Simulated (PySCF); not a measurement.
**Electron correlation in Ca (calcium, neutral)**

[Ar] 3d2, high-spin 3F determinant (an excited configuration). All numbers are calculated (PySCF 2.14, the spin-free X2C one-electron Hamiltonian (Gaussian nucleus), in x2c-TZVPPall (6s5p3d, 36 functions)). Frozen: [Ne]; 10 electrons correlated.

```csv
level,correlation energy (mhartree)
CCSD,-189.36
(T),-3.32
CCSD(T),-192.68
```

Diagnostics: T1 = 0.0041, D1 = 0.0094, largest double amplitude 0.093.

Question: Is a single reference adequate?

Answer: Mostly. T1 lies below 0.03, but a double amplitude of this size points to a near-degeneracy that CCSD handles and MP2 describes poorly.

This basis was not built for core-valence correlation, so the inner-shell part is incomplete.
